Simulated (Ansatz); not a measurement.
Isolated molecules relaxed with PBE0-D4/def2-TZVP in Ansatz; ΔE leaves out vibrations. CCSD(T)/CBS adds triple-zeta CCSD(T) − MP2 to the extrapolated MP2 energy (def2 sets, frozen cores). This one scheme is used for every species. DFT in def2-TZVPP. B3LYP here is the variant with VWN-RPA as its local correlation; programs differ in this. Each species was taken in one conformer, which may not be the lowest.

Reaction (ligand exchange at the Si–O bond): `CO[Si](O)(Cl)Cl` + `CO[Si](F)(F)S` → `CO[Si](F)(F)S[Si](Cl)(Cl)OC` + H₂O

(1) Is it downhill or uphill in electronic energy at CCSD(T)/CBS, and by how much? (Best estimate.)

(2) What do these levels give: PBE-D4, r2SCAN-D4, PBE0-D4, ωB97M-V, B2PLYP, PBE, r2SCAN, PBE0, B3LYP, CCSD/def2-TZVPP, HF/def2-QZVPP, SCS-MP2/def2-QZVPP? (Estimate.)

Largest T1 diagnostic among the species: 0.012.

Answers

(1) Ansatz gave: Uphill: ΔE = +43.6 kJ/mol.

(2) The calculation gave: PBE-D4 32.4, r2SCAN-D4 46.2, PBE0-D4 36.1, ωB97M-V 46.8, B2PLYP 56.8, PBE 45.9, r2SCAN 50.7, PBE0 48.8, B3LYP 63.3, CCSD/def2-TZVPP 55.2, HF/def2-QZVPP 77.8, SCS-MP2/def2-QZVPP 47.6 kJ/mol.

The D4 term adds −21.3 kJ/mol with B3LYP and −12.7 kJ/mol with PBE0; it sums over pairs of atoms, weighted by their polarisabilities, and B3LYP, whose exchange is more repulsive, gets the larger term. In def2-TZVPP, CCSD(T) changes the Hartree–Fock value by −27.1 kJ/mol (the triples alone add −5.6 kJ/mol) and MP2 by −34.3 kJ/mol.
